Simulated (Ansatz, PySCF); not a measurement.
System: C2H9N2Si, charge 0, multiplicity 2. It need not be the lowest isomer of its formula. SMILES: [Si](N)(C)([NH])C
Geometry from a B3LYP-D3(BJ)/def2-TZVP (Ansatz, a first-principles code) optimisation:
```
Si
N 1 1.7258
H 2 1.0074 1 121.76
H 2 1.0074 3 111.26 1 -154.86
N 1 1.7604 2 118.84 3 -76.13
H 5 1.0220 1 115.74 2 0.00
C 1 1.8721 2 107.64 3 165.03
H 7 1.0906 1 110.70 2 179.11
H 7 1.0918 8 108.81 1 -121.16
H 7 1.0923 8 107.68 9 -116.91
C 1 1.8721 2 107.64 3 42.72
H 11 1.0906 1 110.70 2 -179.11
H 11 1.0918 12 108.81 1 121.16
H 11 1.0923 12 107.68 13 116.91
```
Charge 0, spin multiplicity 2.

Wanted: atomisation energy (electronic, to ground-state atoms), in eV. Cores are frozen in the correlated levels unless marked. Open shells are spin-unrestricted. No spin-orbit coupling. No relativistic terms. The coupled-cluster limit lacks core correlation, which all-electron functionals hold. CBS marks a two-point X^-3 extrapolation of the correlation energy; Hartree-Fock from the larger set. [CCSD(T)-MP2]/basis is that difference in the basis named.

```json
[
 {"level": "PBE-D3(BJ)/def2-TZVPD", "program": "Ansatz + dftd3", "atomisation energy (eV)": "53.30", "minus last row": "0.84"},
 {"level": "B97M-V/def2-TZVPD", "program": "Ansatz", "atomisation energy (eV)": "52.54", "minus last row": "0.08"},
 {"level": "PBE0-D4/def2-TZVP", "program": "Ansatz + dftd4", "atomisation energy (eV)": "52.45", "minus last row": "-0.01"},
 {"level": "TPSSh/def2-TZVPD", "program": "PySCF", "atomisation energy (eV)": "52.49", "minus last row": "0.03"},
 {"level": "r2SCANh/def2-TZVPD", "program": "Ansatz", "atomisation energy (eV)": "52.11", "minus last row": "-0.35"},
 {"level": "B2PLYP-D4/def2-TZVPD", "program": "Ansatz + dftd4", "atomisation energy (eV)": "51.96", "minus last row": "-0.50"},
 {"level": "MP2/6-31G", "program": "Ansatz", "atomisation energy (eV)": "42.52", "minus last row": "-9.94"},
 {"level": "SCS-MP2/6-31G*", "program": "Ansatz", "atomisation energy (eV)": "46.57", "minus last row": "-5.89"},
 {"level": "CCSD(T)/STO-3G", "program": "Ansatz", "atomisation energy (eV)": "51.41", "minus last row": "-1.05"},
 {"level": "RI-MP2/CBS(cc-pV(T+d)Z,cc-pV(Q+d)Z)+[CCSD(T)-MP2]/cc-pV(D+d)Z", "program": "Ansatz", "atomisation energy (eV)": "52.46", "minus last row": "0.00"}
]
```
